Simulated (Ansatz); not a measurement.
Relaxation of BH$_{3}$O$_{3}$ (7 atoms, charge 0, multiplicity 1), to a largest force component of 0.02 eV/Å in at most 40 steps.

Theory: Ansatz 0.2.0, RKS revPBE-D4/def2-SVP.

```xyz
7
Properties=species:S:1:pos:R:3
B 0.000 0.000 0.000
O 0.000 0.000 1.410
H -0.909 -0.281 1.747
O 1.221 0.000 -0.705
H 1.521 -0.952 -0.860
O -1.221 0.000 -0.705
H -1.731 -0.847 -0.496
```

Task: Where does it end, and by what steps?

Result: The forces met the threshold. After 8 steps the energy has fallen by 0.812 eV; H5 moved furthest, 0.70 Å.

```json
{"step": "0", "energy less start (eV)": "0.0000", "largest force component (eV/Å)": "1.618", "accepted": "yes"}
{"step": "1", "energy less start (eV)": "-0.0993", "largest force component (eV/Å)": "2.434", "accepted": "yes"}
{"step": "2", "energy less start (eV)": "-0.2742", "largest force component (eV/Å)": "1.588", "accepted": "yes"}
{"step": "3", "energy less start (eV)": "-0.3858", "largest force component (eV/Å)": "0.942", "accepted": "yes"}
{"step": "4", "energy less start (eV)": "-0.5535", "largest force component (eV/Å)": "0.972", "accepted": "yes"}
{"step": "5", "energy less start (eV)": "-0.7085", "largest force component (eV/Å)": "0.757", "accepted": "yes"}
{"step": "6", "energy less start (eV)": "-0.8039", "largest force component (eV/Å)": "0.357", "accepted": "yes"}
{"step": "7", "energy less start (eV)": "-0.8118", "largest force component (eV/Å)": "0.084", "accepted": "yes"}
{"step": "8", "energy less start (eV)": "-0.8125", "largest force component (eV/Å)": "0.015", "accepted": "yes"}
```

```xyz
7
Properties=species:S:1:pos:R:3
B 0.069 -0.271 0.100
O -0.091 -0.031 1.452
H -1.017 -0.032 1.740
O 1.360 -0.256 -0.374
H 1.368 -0.449 -1.328
O -0.962 -0.521 -0.800
H -1.847 -0.520 -0.400
```

Whether the end is a true minimum wasn't checked by a vibrational analysis.

Run time: 16 s on 1 thread of Arm Neoverse V1, on a shared host, peak memory 0.12 GiB.
